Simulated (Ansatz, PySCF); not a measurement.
Species: TlI (charge 0, singlet). 
Coordinates optimised at B3LYP-D3(BJ)/def2-TZVP (Ansatz, a program for electronic structure):
SMILES: [Tl][I]
```xyz
2

Tl     0.0000     0.0000    -1.1376
I      0.0000     0.0000     1.7386
```
Charge 0, spin multiplicity 1.

Dipole moments at this geometry, in debye (magnitudes).

```json
[
 {"level": "BLYP/def2-TZVPD", "program": "Ansatz", "dipole (D)": "4.37"},
 {"level": "BP86/def2-TZVPD", "program": "PySCF", "dipole (D)": "(withheld)"},
 {"level": "PBE0/def2-TZVPD", "program": "Ansatz", "dipole (D)": "4.78"},
 {"level": "BHLYP/def2-TZVPD", "program": "Ansatz", "dipole (D)": "4.99"},
 {"level": "r2SCAN0/def2-TZVPD", "program": "Ansatz", "dipole (D)": "4.86"},
 {"level": "HSE06/def2-TZVPD", "program": "Ansatz", "dipole (D)": "4.77"},
 {"level": "CAM-B3LYP/def2-TZVPD", "program": "Ansatz", "dipole (D)": "4.93"},
 {"level": "wB97M-V/def2-TZVPD", "program": "Ansatz", "dipole (D)": "5.01"},
 {"level": "wB97X-V/def2-TZVPD", "program": "Ansatz", "dipole (D)": "5.11"},
 {"level": "CCSD(T)/def2-SVPD", "program": "Ansatz", "dipole (D)": "(withheld)"}
]
```

**Question.** Complete the blanks.

**Answer.** 
- BP86/def2-TZVPD, dipole (D): 4.44
- CCSD(T)/def2-SVPD, dipole (D): 4.74
